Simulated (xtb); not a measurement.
ClFH2O2Sn, SMILES [OH][Sn]([OH])([F])[Cl]. All values are semi-empirical tight-binding results from xtb (GFN2-xTB unless named), good for trends rather than for accurate numbers. Geometry: GFN2-xTB. The structure was generated by enumeration; whether it is a known compound was not checked. The values are those of a single conformer.

Optimised geometry:

Bonded distances (Å): O1–Sn2 1.904, O1–H6 0.961, Sn2–O3 1.917, Sn2–F4 1.944, Sn2–Cl5 2.222, O3–H7 0.960. Bond angles (°): Sn2–O1–H6 114.2, O1–Sn2–O3 110.7, O1–Sn2–F4 106.8, O1–Sn2–Cl5 110.7, O3–Sn2–F4 101.8, O3–Sn2–Cl5 114.4, F4–Sn2–Cl5 111.8, Sn2–O3–H7 114.7.
Charge 0, spin multiplicity 1.

For metal compounds this method's bond lengths and energies can be far off.

Computed properties:
```
Item                                          Result
-------------------------------------  -------------
orbital gap                                  4.13 eV
zero-point energy                      16.5 kcal/mol
G − E(el) at 298.15 K (modified RRHO)  -5.5 kcal/mol
```

Computed atomic charges and the Wiberg bond orders between heavy atoms:
charges (e) O1 -0.44, Sn2 0.56, O3 -0.46, F4 -0.30, Cl5 -0.03, H6 0.34, H7 0.33. Bond orders O1–Sn2 0.85, Sn2–O3 0.81, Sn2–F4 0.76, Sn2–Cl5 0.91.
